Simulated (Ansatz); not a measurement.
Basis-set extrapolation for chlorotrimethylsilane, C₃H₉ClSi (PBE0-D4/def2-TZVP geometry, frozen core, the Gaussian-basis code of Ansatz). Multiplicity 1, RHF reference.

|  | def2-TZVPP | def2-QZVPP |
| --- | --- | --- |
| HF | -867.444718 | -867.472218 |
| MP2 correlation | -0.849936 | -0.912830 |
| CCSD(T) correlation | -0.950891 | not run |

Energies in hartree. Use E(X) = E(∞) + A·exp(−7.88·√X) for Hartree–Fock and E(X) = E(∞) + B·X^(−2.97) for correlation, with X = 3 and 4, and add CCSD(T) minus MP2 of the smaller set to the MP2 limit.

Q: What is the CCSD(T) energy at the basis-set limit?

A: HF limit: -867.472218 + (-0.027500) × 0.13774 = -867.47601. MP2 limit: -0.912830 + (-0.062894) × 0.74074 = -0.95942. Higher-order term: -0.950891 − (-0.849936) = -0.10096. Total: -868.53639 hartree, 369.6 kJ/mol below CCSD(T)/def2-TZVPP.
